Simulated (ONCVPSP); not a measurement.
**Reading a pseudo-wave (Ba)**

Columns: radius, all-electron u(r) and pseudo u(r) of the 5s shell (level -33.70 eV) of barium in the configuration [Kr] 4d10 5s2 5p6 6s2; PBEsol, scalar-relativistic, ONCV scheme, ONCVPSP 4.0.1.

```json
{"r (bohr)": "0.150", "all-electron": "0.1471", "pseudo": "0.1344"}
{"r (bohr)": "0.300", "all-electron": "0.1302", "pseudo": "0.2652"}
{"r (bohr)": "0.450", "all-electron": "-0.4087", "pseudo": "0.3887"}
{"r (bohr)": "0.600", "all-electron": "-0.4507", "pseudo": "0.5013"}
{"r (bohr)": "0.750", "all-electron": "-0.1289", "pseudo": "0.5997"}
{"r (bohr)": "0.900", "all-electron": "0.2697", "pseudo": "0.6808"}
{"r (bohr)": "1.050", "all-electron": "0.5941", "pseudo": "0.7420"}
{"r (bohr)": "1.200", "all-electron": "0.8025", "pseudo": "0.7815"}
{"r (bohr)": "1.350", "all-electron": "0.9043", "pseudo": "0.7985"}
{"r (bohr)": "1.500", "all-electron": "0.9247", "pseudo": "0.7935"}
{"r (bohr)": "1.650", "all-electron": "0.8897", "pseudo": "0.7683"}
{"r (bohr)": "1.800", "all-electron": "0.8213", "pseudo": "0.7257"}
{"r (bohr)": "1.950", "all-electron": "0.7359", "pseudo": "0.6697"}
{"r (bohr)": "2.100", "all-electron": "0.6449", "pseudo": "0.6045"}
{"r (bohr)": "2.250", "all-electron": "0.5556", "pseudo": "0.5343"}
{"r (bohr)": "2.400", "all-electron": "0.4723", "pseudo": "0.4632"}
{"r (bohr)": "2.550", "all-electron": "0.3972", "pseudo": "0.3945"}
{"r (bohr)": "2.700", "all-electron": "0.3313", "pseudo": "0.3309"}
{"r (bohr)": "2.850", "all-electron": "0.2744", "pseudo": "0.2744"}
{"r (bohr)": "3.000", "all-electron": "0.2260", "pseudo": "0.2260"}
{"r (bohr)": "3.150", "all-electron": "0.1854", "pseudo": "0.1853"}
{"r (bohr)": "3.300", "all-electron": "0.1515", "pseudo": "0.1514"}
{"r (bohr)": "3.450", "all-electron": "0.1234", "pseudo": "0.1234"}
{"r (bohr)": "3.600", "all-electron": "0.1003", "pseudo": "0.1003"}
{"r (bohr)": "3.750", "all-electron": "0.0814", "pseudo": "0.0814"}
{"r (bohr)": "3.900", "all-electron": "0.0659", "pseudo": "0.0659"}
```

Q: How many radial nodes do the two functions have?

A: The all-electron 5s function has n − l − 1 = 4 (the table is too coarse to show those close to the nucleus); the pseudo-wave has 0, since the states of the same l below it are removed with the core.

Q: At about which radius was the pseudo-wave matched?

A: 2.85 bohr, where the columns begin to agree (steps of 0.15 bohr).

Q: Where does each function peak?

A: Outermost all-electron maximum near 1.50 bohr, pseudo maximum near 1.35 bohr (to the table’s step).

Q: Is the pseudo-wave norm-conserving?

A: Yes: the ONCV scheme keeps the norm inside the radius equal to the all-electron one, which fixes the energy derivative of the logarithmic derivative at the level.
